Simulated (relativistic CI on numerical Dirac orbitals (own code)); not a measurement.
Mn5+ in a cubic cluster: 1s photoemission with charge transfer

Computed with a charge-transfer multiplet model of a cubic metal-ligand cluster with up to 2 ligand holes, Slater and spin-orbit integrals from Dirac-Coulomb-Breit ions, Slater integrals scaled by 0.7. The ground state mixes d2 with configurations of k ligand holes L, whose averages lie at kΔ + k(k − 1)U_dd/2; a core hole lowers each added d electron by U_cd. 300 K, Lorentzian 1.1 eV and Gaussian 0.6 eV FWHM.

Atomic integrals in eV (Slater integrals scaled, ζ unscaled), ground: F2dd 9.285, F4dd 5.869, zeta_d 0.057; with the core hole: F2dd 10.368, F4dd 6.573, zeta_d 0.081, G2cd 0.061.

Cluster parameters (eV): Δ = -0.4, U_dd = 5.8, U_cd = 6.8, 10Dq(ligand) = 0.8, V(eg) = 1.6, V(t2g) = -0.76, final-state hopping factor = 0.8.

| Case | n_d | d2 | d3L | d4L2 | S |
| --- | --- | --- | --- | --- | --- |
| 10Dq = -0.35 eV | 2.93 | 0.22 | 0.64 | 0.15 | 1.00 |
| 10Dq = -0.05 eV | 2.92 | 0.23 | 0.63 | 0.15 | 1.00 |
| 10Dq = 0.55 eV | 2.90 | 0.24 | 0.62 | 0.14 | 1.00 |

Weights, n_d and S are thermal averages at 300 K. Binding energies count from the first peak over 30 % of the highest in each spectrum, which can be another peak from case to case. The parameters are a model scan and need not match a compound or its usual spin state. A negative ionic 10Dq is a model choice; hopping adds the covalent part of the field. Peaks in eV (height, largest 100):
- 10Dq = -0.35 eV: 0.0 (100), 2.1 (36), 6.5 (23), 14.8 (8)
- 10Dq = -0.05 eV: 0.0 (100), 2.3 (35), 6.5 (22), 14.7 (8)
- 10Dq = 0.55 eV: 0.0 (100), 2.5 (34), 6.6 (21), 14.3 (9)

Curve for 10Dq = -0.35 eV (points under 2 left out, the grid thinned):

E (eV), Intensity and a bar:
```
     -4.1        2.6 
     -3.6        3.3 
     -3.2        4.1 #
     -2.7        5.7 #
     -2.3        7.7 ##
     -1.8       12.2 ###
     -1.4       19.3 #####
     -0.9       40.2 ############
     -0.4       82.7 #########################
      0.0      100.0 ##############################
      0.5       70.3 #####################
      0.9       48.8 ##############
      1.4       36.0 ##########
      1.8       34.8 ##########
      2.3       35.3 ##########
      2.8       26.0 #######
      3.2       18.7 #####
      3.7       14.4 ####
      4.1       12.3 ###
      4.6       10.8 ###
      5.0       11.0 ###
      5.5       13.6 ####
      5.9       17.9 #####
      6.4       22.6 ######
      6.9       19.6 #####
      7.3       14.4 ####
      7.8       11.6 ###
      8.2       11.0 ###
      8.7       10.1 ##
      9.1        9.2 ##
      9.6        7.7 ##
     10.1        6.0 #
     10.5        5.1 #
     11.0        4.1 #
     11.4        3.1 
     11.9        2.3 
     12.3        2.0 
     13.0        2.2 
     13.5        3.0 
     13.9        4.3 #
     14.4        7.0 ##
     14.8        8.3 ##
     15.3        6.4 #
     15.7        3.8 #
     16.2        2.1
```

For the case 10Dq = 0.55 eV, Δ = -0.4 eV is smaller than U_dd = 5.8 eV, the charge-transfer side of the Zaanen-Sawatzky-Allen scheme (negative Δ: between configuration averages a ligand hole costs less than the nominal valence; multiplet and field energies can change this for the lowest states). With the core hole the average of the configuration with one ligand hole lies at Δ − U_cd = -7.2 eV before mixing: it lies below the unscreened one, so the lowest final states are mostly screened and the unscreened weight appears at higher binding energy as a satellite.

With at most 2 ligand holes the space is cut while the next configuration still counts, so covalency is underestimated, and a final configuration with one more ligand hole, which can lie low, is missing from the spectra.
